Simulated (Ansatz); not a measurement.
Consider the formal exchange of groups at a Ta–N bond: `[NH2][Ta]([NH2])([OH])=[S]` + `OCNCO` → `[NH2][Ta]([OH])([OH])=[S]` + `NCNCO`.

Calculated with Ansatz (gas phase, PBE0-D4/def2-TZVP geometries, no zero-point term in ΔE). CCSD(T)/CBS adds triple-zeta CCSD(T) − MP2 to the extrapolated MP2 energy (def2 sets, frozen cores). DFT in def2-TZVPP. B3LYP here is the variant with VWN-RPA as its local correlation; programs differ in this. def2 core potentials past Kr. For Ta outer-core shells are correlated without core-valence functions, which leaves a few kJ/mol of doubt a bond. One conformer a species, not always the lowest.

```csv
level,ΔE (kJ/mol),difference from CCSD(T)/CBS
PBE-D4,-49.8,-0.3
r2SCAN-D4,-51.2,-1.7
PBE0-D4,-49.9,-0.4
B3LYP-D4,-50.6,-1.1
ωB97X-V,-52.8,-3.3
ωB97M-V,-51.6,-2.1
B2PLYP,-51.2,-1.7
PBE,-49.9,-0.4
r2SCAN,-51.2,-1.7
PBE0,-50.0,-0.5
B3LYP,-50.8,-1.3
HF/def2-TZVPP,-53.0,-3.5
MP2/def2-TZVPP,-50.5,-1.0
SCS-MP2/def2-TZVPP,-51.0,-1.5
CCSD/def2-TZVPP,-50.3,-0.8
CCSD(T)/def2-TZVPP,-49.6,-0.1
HF/def2-QZVPP,-52.8,-3.3
MP2/def2-QZVPP,-50.4,-0.9
SCS-MP2/def2-QZVPP,-51.0,-1.5
HF/CBS(def2),-52.8,-3.3
MP2/CBS(def2),-50.4,-0.9
CCSD/CBS(def2),-50.2,-0.7
CCSD(T)/CBS,-49.5,0
```

Largest T1 diagnostic among the species: 0.020, so the coupled-cluster value is less sure than usual.
